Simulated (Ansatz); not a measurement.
# Pulling the pair apart

The pair of NH3 (SMILES N, atoms 1–4) and SbH3 (SMILES [SbH3], atoms 5–8), both closed shells, in one local arrangement (a lower one may exist), relaxed at PBE0-D4/def2-TZVP:

N1  (0.002, 0.169, -1.544)
H2  (-0.888, 0.331, -2.000)
H3  (0.520, 1.038, -1.572)
H4  (0.509, -0.504, -2.106)
Sb5  (-0.352, -0.792, 1.433)
H6  (-0.869, 0.832, 1.383)
H7  (1.288, -0.357, 1.256)
H8  (-0.209, -0.717, 3.150)
(Å)

SbH3 is shifted rigidly along the line between the mean atom positions of the two fragments (negative: closer). Counterpoise interaction energies in kcal/mol. Ansatz 0.2.0; basis: def2-TZVPPD; cores frozen in the correlated methods. Filled d shells of the heavier atoms are correlated. Core potentials replace the inner electrons of the atoms past krypton. The def2 sets are not built for correlating such inner shells, so the correlated values are less sure here. B3LYP uses VWN-RPA correlation.

```
shift (Å)  B3LYP-D4  wB97M-V  PBE-D4
    -0.31     -1.48    -1.75   -2.15
    -0.16     -2.68    -2.81   -3.14
     0.00     -3.18    -3.21   -3.49
     0.16     -3.25    -3.22   -3.47
     0.38     -2.98    -2.90   -3.13
     0.79     -2.11    -2.04   -2.25
     1.57     -0.85    -0.88   -0.99
     3.15     -0.16    -0.20   -0.18
```

(1) What does CCSD(T) give at these shifts? (Judge from chemistry; the value comes from the calculation.)

T1 diagnostic: at most 0.013.

Answers

(1) By the calculation: -0.38, -1.68, -2.30, -2.50, -2.40, -1.80, -0.82, -0.19 kcal/mol. For zero shift, CCSD(T) at an estimated basis limit (MP2 extrapolated from triple and quadruple zeta, plus CCSD(T) − MP2 in triple zeta) gives -2.84 kcal/mol. These are counterpoise interaction energies, counted from the two frozen fragments.

For scale, one of the runs: CCSD(T)/def2-TZVPPD, 195 basis functions, launched by `ansatz run in.yaml --threads 4 --pin off --events-out ev --progress --plain --max-ram 9574MiB`. Time: 46 s of wall clock on 4 CPU threads of an Arm Neoverse V1; the host was shared. Peak host memory: 2.5 GiB.
